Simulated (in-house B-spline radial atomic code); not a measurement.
Pb²⁺. Computed with a B-spline radial atomic code. Model: all-electron spherical atom, spin shells full or empty, radial basis limit, no spin-orbit coupling, Breit or QED, empty-state partial waves extrapolated as (l+1/2)^-4, RPA, G0W0 and static COHSEX of the highest shell as one setting changes (uncorrelated shells keep exact exchange).

Without the two-electron picture change, core correlation of heavy ions comes too large.

Given: element Pb; charge 2; filled core Xe; hamiltonian one-electron scalar X2C; mean-field start PBE0; highest l of empty states 9; nuclear rms radius 5.5012 fm; highest mean-field shell 6s.

Shell: 4f 7 7, 5d 5 5, 6s 1 1 (electrons up and down).

```tsv
lowest nl shells left uncorrelated	RPA correlation energy (hartree)	G0W0 level (eV)	G0W0 minus most complete (meV)	COHSEX level (eV)	removal by RPA minus most complete (meV)
0	-7.1464	-32.304	0	-34.262	0
1	-6.8998	-32.304	0.1	-34.261	-0.1
2	-6.6844	-32.305	-0.8	-34.264	1
3	-6.0621	-32.304	0.2	-34.261	0.4
4	-5.8619	-32.308	-3.8	-34.271	4.5
5	-5.2421	-32.307	-2.4	-34.27	3.9
6	?	?	?	?	?
7	-4.0254	-32.319	-14.2	-34.301	17.6
8	-3.4585	-32.32	-15.5	-34.308	15.7
9	-2.4996	-32.292	12.9	-34.264	-26.3
10	-2.3046	-32.345	-40.3	-34.363	14.8
11	?	?	?	?	?
12	-0.6469	-32.154	150.4	-34.087	-140.1
13	-0.050924	-31.095	1209	-32.36	-1467.6
```

Q: What follows for lowest nl shells left uncorrelated = 11?

A: RPA correlation energy -1.0305 hartree; G0W0 level -32.201 eV; G0W0 minus most complete 103.2 meV; COHSEX level -34.142 eV; removal by RPA minus most complete -63.7 meV.

Q: What follows for lowest nl shells left uncorrelated = 6?

A: RPA correlation energy -4.2135 hartree; G0W0 level -32.297 eV; G0W0 minus most complete 7.3 meV; COHSEX level -34.252 eV; removal by RPA minus most complete -2.2 meV.
